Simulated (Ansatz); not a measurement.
## TeF2 (SMILES F[Te]F): the vertical ionisation energy from total energies

TeF2: 3 atoms, total charge 0, spin state singlet. SMILES: `F[Te]F`. The shape comes from GFN2-xTB, which is rough for such elements, and wasn't checked as a minimum.

```xyz
3

Te    0.0049   -0.0081   -0.9199
F     1.3854   -0.0175    0.4678
F    -1.3904    0.0256    0.4521
```

Both states at this one shape; open shells run unrestricted unless said. 1 Eh = 27.2114 eV.

```
       level  program  singlet TeF2 (Eh)  doublet [TeF2]+ (Eh)
BHLYP/STO-3G   Ansatz       -6746.090024          -6745.835754
HSE06/STO-3G   Ansatz       -6745.527800          -6745.287038
```

Task: Work out the vertical ionisation energy at each level.

Result: 
1. BHLYP/STO-3G: -6745.835754 − (-6746.090024) = 0.254270 Eh = 6.92 eV.
2. HSE06/STO-3G: -6745.287038 − (-6745.527800) = 0.240762 Eh = 6.55 eV.

No measured value is set beside it here; the levels span 6.55 to 6.92 eV. Spin-orbit coupling, which splits open shells on such heavy atoms by tenths of an eV, is left out. Minimal sets are far from the basis-set limit. All-electron rows are non-relativistic unless named.
